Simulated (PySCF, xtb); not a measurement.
C2H4BF2N, SMILES NB(F)/C=C\F.

GFN2-xTB (xtb 6.7.1) at its own geometry gives an orbital gap of 4.44 eV and a dipole moment of 1.05 D.

Geometry: PBE-D3(BJ)/def2-SVP. The structure was generated by enumeration; whether it is a known compound was not checked. Other conformers were not sampled.

### Question
What does r2SCAN/def2-TZVP (PySCF) give? (The exact figures need the calculation; the answer reports its results.)

### Answer
gap 5.03 eV (levels -6.63 and -1.60 eV), dipole 1.39 D.
